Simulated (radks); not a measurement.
Task: These are the eigenvalues of the occupied orbitals of an atom or ion with whole-number occupations (hartree). Method: Dirac Kohn-Sham, LDA (Slater exchange, Perdew-Wang correlation), spin-unpolarised, spherical densities, finite nucleus; Fermi nuclear charge, rms radius of each element as measured or else 0.836 A^(1/3) + 0.57 fm; computed with a radial shooting solver on a logarithmic mesh with Libxc functionals.

| orbital | eigenvalue |
|---|---|
| 1s1/2 | -1592.244 |
| 2s1/2 | -257.8666 |
| 2p1/2 | -244.1057 |
| 2p3/2 | -225.0175 |
| 3s1/2 | -56.29505 |
| 3p1/2 | -50.40159 |
| 3p3/2 | -46.59291 |
| 3d3/2 | -36.28433 |
| 3d5/2 | -35.46007 |
| 4s1/2 | -11.55749 |
| 4p1/2 | -9.33337 |
| 4p3/2 | -8.50230 |
| 4d3/2 | -4.83954 |
| 4d5/2 | -4.69282 |
| 5s1/2 | -1.96892 |
| 5p1/2 | -1.37121 |
| 5p3/2 | -1.25693 |
| 4f5/2 | -0.55419 |
| 4f7/2 | -0.53907 |

Which element is it, and in what charge state? The configuration may be excited. Open shells, if any, are shared by 2j + 1.

Result: Z = 60, neodymium, charge +2: Nd2+ in [Xe] 4f4. The list shows which subshells hold electrons but not how many an open one holds; the 1s level, -1592.2 hartree, gives Z - s = 56.4 by -(Z - s)^2/2, which with screening and relativity narrows Z to a few neighbours, and the depths of the outer levels then fix element, charge and occupations together.
